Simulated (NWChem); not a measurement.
CH3ClHfO; SMILES [CH3][Hf](=[O])[Cl]

```xyz
7

Hf     0.2522     0.2357    -0.6114
O      1.8498     0.6640    -0.0390
Cl    -0.6004    -1.6568     0.5486
C     -0.9723     2.0028    -0.0655
H     -2.0369     1.8996    -0.3420
H     -0.5755     2.9290    -0.5191
H     -0.9247     2.1529     1.0273
```
Atoms are numbered in this order, from 1.

Level: PBE0/def2-SVP with def2 effective core potentials on Hf (NWChem), optimised geometry, unscaled harmonic frequencies. def2 effective core potentials on Hf; no spin-orbit coupling.

List the harmonic frequencies with IR intensities, and the thermochemistry.


| frequency (cm⁻¹) | IR intensity (km/mol) |
|---|---|
| 98 | 6.0 |
| 119 | 2.2 |
| 147 | 18.2 |
| 196 | 7.8 |
| 366 | 47.0 |
| 475 | 61.1 |
| 498 | 31.4 |
| 594 | 14.4 |
| 950 | 164.3 |
| 1171 | 5.7 |
| 1395 | 8.1 |
| 1406 | 7.9 |
| 3024 | 1.4 |
| 3128 | 5.4 |
| 3135 | 2.8 |

| Quantity | Result |
|---|---|
| zero-point energy | 23.9 kcal/mol |
| thermal correction to the enthalpy at 298.15 K (with zero-point energy) | 28.6 kcal/mol |
| heat capacity Cv | 19.6 cal/(mol K) |
| entropy at 298.15 K and 1 atm (symmetry number 1) | 84.2 cal/(mol K) |

Rigid rotor and harmonic oscillator; modes under 100 cm⁻¹ make the entropy uncertain.
